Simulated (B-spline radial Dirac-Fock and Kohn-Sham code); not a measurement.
## Auger parameter of barium: the M5 level and its strongest M5-NN line

These are calculated numbers from a radial finite-basis atomic code; the model is Dirac-Fock energy differences between relaxed states, corrected for Breit and QED terms. The modified Auger parameter α′ is the binding energy plus the kinetic energy of the Auger electron; it does not depend on the energy zero. For free ions it tends to fall with charge, since less charge screens the final holes.

| species | configuration | binding 3d5/2 (eV) | Auger line | kinetic (eV) | α′ (eV) |
| --- | --- | --- | --- | --- | --- |
| Ba | [Xe] 6s2 | 789.6 | N5N5 J=4 | 575.9 | 1365.5 |
| Ba | [Xe] 5d2 | 785.7 | N5N5 J=4 | 581.1 | 1366.8 |
| Ba⁺ | [Xe] 6s1 | 795.8 | N5N5 J=4 | 568.6 | 1364.4 |
| Ba²⁺ | [Kr] 4d10 5s2 5p6 | 803.0 | N5N5 J=4 | 560.6 | 1363.6 |
| Ba²⁺ (Watson 2.7 Å) | [Kr] 4d10 5s2 5p6 | 792.3 | N5N5 J=4 | 571.2 | 1363.6 |
| Ba²⁺ (Watson 3 Å) | [Kr] 4d10 5s2 5p6 | 793.4 | N5N5 J=4 | 570.2 | 1363.6 |
| Ba³⁺ | [Kr] 4d10 5s2 5p5 | 817.0 | N5N5 J=4 | 546.5 | 1363.5 |
| Ba⁴⁺ | [Kr] 4d10 5s2 5p4 | 831.9 | N5N5 J=4 | 531.8 | 1363.7 |
| Ba⁵⁺ | [Kr] 4d10 5s2 5p3 | 847.6 | N5N5 J=4 | 516.6 | 1364.2 |
| Ba⁶⁺ | [Kr] 4d10 5s2 5p2 | 864.1 | N5N5 J=4 | 500.8 | 1365.0 |
| Ba⁷⁺ | [Kr] 4d10 5s2 5p1 | 881.4 | N5N5 J=4 | 484.6 | 1366.0 |
